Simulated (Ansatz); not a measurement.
CH6Cl3GeNSi, singlet, at a GFN2-xTB geometry, atoms displaced at random by about 0.08 Å a coordinate; PBE/STO-3G, gradient run with Ansatz (a program for electronic structure).

Here is a job for Ansatz.
Ansatz 0.2 input:
```yaml
crystal:
  periodic: [false, false, false]
  atoms:
    - {symbol: Si, position_ang: [2.64949780, 0.29400879, 1.19270903]}
    - {symbol: N, position_ang: [1.24645098, -0.61377247, 0.36667851]}
    - {symbol: C, position_ang: [1.72521302, -1.69461049, -0.65663349]}
    - {symbol: Ge, position_ang: [-0.42558337, -0.05296424, -0.10399757]}
    - {symbol: Cl, position_ang: [-0.58501220, 0.79945793, -2.16765664]}
    - {symbol: Cl, position_ang: [-1.68728883, -1.52817169, 0.12712071]}
    - {symbol: Cl, position_ang: [-0.91333727, 1.59281343, 1.24728759]}
    - {symbol: H, position_ang: [3.50478492, -0.59970124, 1.64004209]}
    - {symbol: H, position_ang: [3.09938257, 1.03008354, 0.02079486]}
    - {symbol: H, position_ang: [1.83915798, 1.32379180, 2.03230738]}
    - {symbol: H, position_ang: [2.03523759, -1.44140496, -1.47462968]}
    - {symbol: H, position_ang: [2.56358766, -2.30776677, 0.01447442]}
    - {symbol: H, position_ang: [1.00073222, -2.35473011, -0.59685341]}
basis:
  gaussian:
    orbitals: STO-3G
hamiltonian:
  xc: pbe
output: {forces: true}
```

Output, abridged:

```
Functional definition: PBE
803 factors; integrals over basis functions are off by at most 3.2e-5 eV
mean field evaluation 1: about -103052.7943 eV, gradient 4.5e2 eV
mean field evaluation 2: about -103211.8228 eV, gradient 1.2e2 eV
mean field evaluation 4: about -103235.2633 eV, gradient 1.3e2 eV
mean field evaluation 8: about -103366.3364 eV, gradient 3.7e1 eV
mean field evaluation 16: about -103370.7809 eV, gradient 9.6e-4 eV
mean field -103370.78090485 eV, -3798.8061310214 hartree, gradient 1.9e-5 eV, S^2 0.000000; 0 other end points of the search recorded, 0 dependent functions left out
the calculation of the forces begins
reference -103370.78093216 eV, -3798.8061320249 hartree; 58, 58 occupied and 12, 12 virtual orbitals, 803 factors
Total energy: -103370.78093216 eV, -3798.8061320249 hartree
Atom 0 at     2.649498     0.294009     1.192709 Å, force    -6.493596     4.553475    -2.805849 eV/Å
Atom 1 at     1.246451    -0.613772     0.366679 Å, force    -0.839471     0.433496    -1.098375 eV/Å
Atom 2 at     1.725213    -1.694610    -0.656633 Å, force     2.066106    -1.283732    16.741794 eV/Å
Atom 3 at    -0.425583    -0.052964    -0.103998 Å, force     5.152705     2.910686     0.461113 eV/Å
Atom 4 at    -0.585012     0.799458    -2.167657 Å, force    -0.039418    -0.219097     0.359543 eV/Å
Atom 5 at    -1.687289    -1.528172     0.127121 Å, force    -2.854815    -3.061996     0.254890 eV/Å
Atom 6 at    -0.913337     1.592813     1.247288 Å, force    -0.084178    -0.067579    -0.096488 eV/Å
Atom 7 at     3.504785    -0.599701     1.640042 Å, force     2.964206    -3.002640     1.915189 eV/Å
Atom 8 at     3.099383     1.030084     0.020795 Å, force     0.908398     0.190020     0.268347 eV/Å
Atom 9 at     1.839158     1.323792     2.032307 Å, force     1.530827    -1.520187    -0.474495 eV/Å
Atom 10 at     2.035238    -1.441405    -1.474630 Å, force     4.455623     3.842962   -11.957307 eV/Å
Atom 11 at     2.563588    -2.307767     0.014474 Å, force    -1.638365     1.808384    -2.537462 eV/Å
Atom 12 at     1.000732    -2.354730    -0.596853 Å, force    -5.128022    -4.583791    -1.030900 eV/Å
Dipole moment:     0.845321    -0.370225     0.318263 e Å
```
